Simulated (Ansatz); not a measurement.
Input and output for CH₉GaSSi₂, SMILES `C[SiH2]S[SiH2][GaH2]`.

```yaml
crystal:
  periodic: [false, false, false]
  atoms:
    - {symbol: C, position_ang: [-0.312559, 1.538114, 0.201139]}
    - {symbol: Si, position_ang: [-0.949578, 0.385321, 1.537019]}
    - {symbol: S, position_ang: [-1.362047, -1.568025, 0.787740]}
    - {symbol: Si, position_ang: [0.501675, -1.957539, -0.223800]}
    - {symbol: Ga, position_ang: [0.900388, -0.244247, -1.881254]}
    - {symbol: H, position_ang: [0.751540, 1.364530, -0.007082]}
    - {symbol: H, position_ang: [-0.379347, 2.579644, 0.528645]}
    - {symbol: H, position_ang: [-0.907326, 1.447388, -0.712901]}
    - {symbol: H, position_ang: [-2.243017, 0.881993, 2.069405]}
    - {symbol: H, position_ang: [0.046672, 0.333576, 2.639256]}
    - {symbol: H, position_ang: [1.594083, -2.075705, 0.783818]}
    - {symbol: H, position_ang: [0.309024, -3.299789, -0.838694]}
    - {symbol: H, position_ang: [2.260241, 0.545820, -1.935436]}
    - {symbol: H, position_ang: [-0.209749, 0.068930, -2.947865]}
basis:
  gaussian: {orbitals: LANL2DZ}
magnetization: {spin_polarized: true, initial_magnetization: 0}
hamiltonian: {xc: {name: PBEsol}, dispersion: d3bjatm}
scf: {lower_state_search: off}
output: {forces: true}
```

```sh
$ ansatz run in.yaml --threads 2 --pin off --events-out ev --progress --plain --max-ram 32768MiB --backend cpu
```

Shortened log:

```
Error: <dir> can't be read: No such file or directory (os error 2)
```
